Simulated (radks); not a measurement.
Results of a calculation; reference values are marked as such.
Valence configurations of neutral erbium (all share [Xe]). Code: a radial shooting solver on a logarithmic mesh with Libxc functionals. Model: Dirac Kohn-Sham, PBE, spin-unpolarised, spherical densities, finite nucleus; open shells fill j = l - 1/2 first; Fermi nuclear charge, rms radius 5.2516 fm. Order these by energy: 4f11.5 5d1 6s1.5; 4f10 6s2 6p2; 4f11 5d1 6s2; 4f12 5d1 6s1; 4f11 6s2 6p1; 4f10 6s1.5 6p2.5; 4f12 6s1 6p1; 4f12 6s2.

Answer. From the lowest, in eV above it: 4f12 6s2 0.000; 4f12 6s1 6p1 2.605; 4f11.5 5d1 6s1.5 2.657; 4f12 5d1 6s1 2.847; 4f11 5d1 6s2 3.986; 4f11 6s2 6p1 5.225; 4f10 6s2 6p2 19.467; 4f10 6s1.5 6p2.5 21.740. NIST lists [Xe] 4f12 6s2 as the ground configuration; this level of theory agrees among the configurations tried. The energies are those of spherical spin-averaged densities, not of single terms. No valid solution was reached for [Xe] 4f12.5 6s1.5; [Xe] 4f13 6s1.
